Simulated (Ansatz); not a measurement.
Gas-phase reaction R1 → 2 P1 + P2, each structure at its B3LYP-D3(BJ)/def2-TZVP stationary point, reached from a drawn start (curvature not checked).
R1, SO2 (SMILES O=[S+][O-]) (charge 0, multiplicity 1):
```xyz
3

S      0.0000     0.0000     0.4878
O      0.0000     1.2386    -0.2438
O      0.0000    -1.2386    -0.2438
```
P1: O atom, charge 0, multiplicity 3.
P2: S atom, charge 0, multiplicity 3.

P less R. No zero-point or thermal terms; singlets are restricted closed shells; open shells are unrestricted; no spin–orbit coupling.

Cores are frozen in the correlated methods.

Run with Ansatz (a first-principles code). Each number belongs to the level named beside it.

Problem. Predict the reaction energy from r2SCAN/def2-TZVPP.

Solution. 260.0 kcal/mol

Problem. Predict the reaction energy from CCSD(T)/cc-pV(Q+d)Z.

Solution. 251.3 kcal/mol

Problem. Give the reaction energy at the level BLYP/def2-TZVPP.

Solution. 264.2 kcal/mol
